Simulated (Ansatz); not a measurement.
Start from `C#[C][GeH]([CH3])[F]` and change one atom or group to get `C#[C][GeH2][F]`.

Ansatz, PBE0-D4/def2-TZVP geometries, multiplicity 1. 

Scalar relativity is left out up to krypton.

| property | `C#[C][GeH]([CH3])[F]` |
| --- | --- |
| LUMO energy (ωB97M-V/def2-TZVPP) / eV | 1.55 |
| LUMO energy (PBE/def2-TZVPP) / eV | -1.39 |
| size of the dipole moment (ωB97M-V/def2-TZVPP) / D | 2.51 |
| HOMO energy (PBE/def2-TZVPP) / eV | -7.12 |
| HOMO energy (B3LYP/def2-TZVPP) / eV | -8.11 |
| LUMO energy (B3LYP/def2-TZVPP) / eV | -0.68 |

Task: What does the change do to each property? (Estimate.)

Result: Ansatz gave: 
```csv
property,`C#[C][GeH2][F]`,shift
LUMO energy (ωB97M-V/def2-TZVPP) / eV,1.17,-0.38
LUMO energy (PBE/def2-TZVPP) / eV,-1.73,-0.34
size of the dipole moment (ωB97M-V/def2-TZVPP) / D,2.26,-0.25
HOMO energy (PBE/def2-TZVPP) / eV,-7.33,-0.21
HOMO energy (B3LYP/def2-TZVPP) / eV,-8.32,-0.21
LUMO energy (B3LYP/def2-TZVPP) / eV,-1.05,-0.37
```

With PBE0 the HOMO falls by 0.22 eV and the LUMO falls by 0.36 eV, so the gap narrows by about 0.14 eV. PBE moves the HOMO by -0.21 eV and ωB97M-V by -0.22 eV. The zero-point energy changes by -75.6 kJ/mol with -9 modes. Dipoles are sizes alone; their direction can turn.

B3LYP here is the variant with VWN-RPA as its local correlation; programs differ in this.
